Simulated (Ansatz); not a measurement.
System: SnF2, net charge -1, doublet state. 
Structure (B3LYP-D3(BJ)/def2-TZVP (Ansatz, a quantum-chemistry and plane-wave program) minimum search):
```
Sn
F 1 2.0373
F 1 2.0373 2 95.67
```
Charge -1, spin multiplicity 2.

Basis-set convergence of Hartree-Fock and CCSD(T) correlation energies (hartree) with Ansatz. Correlated levels leave the core frozen unless marked. Open shells are spin-unrestricted. No spin-orbit coupling. Frozen are the shells of the preceding noble gas and the d and f shells that filled before the atom's block. Past Kr the def2 sets carry scalar-relativistic core potentials. This anion needs diffuse functions, which these sets lack.

```json
[
 {"basis": "def2-SVP", "functions": "54", "E(HF)": "-412.14923", "E(corr, CCSD(T))": "-0.45652"},
 {"basis": "def2-TZVPP", "functions": "112", "E(HF)": "[?]", "E(corr, CCSD(T))": "[?]"}
]
```

Problem. Fill in the missing entries.

Solution. 
- def2-TZVPP, E(HF): -412.42794
- def2-TZVPP, E(corr, CCSD(T)): -0.61820
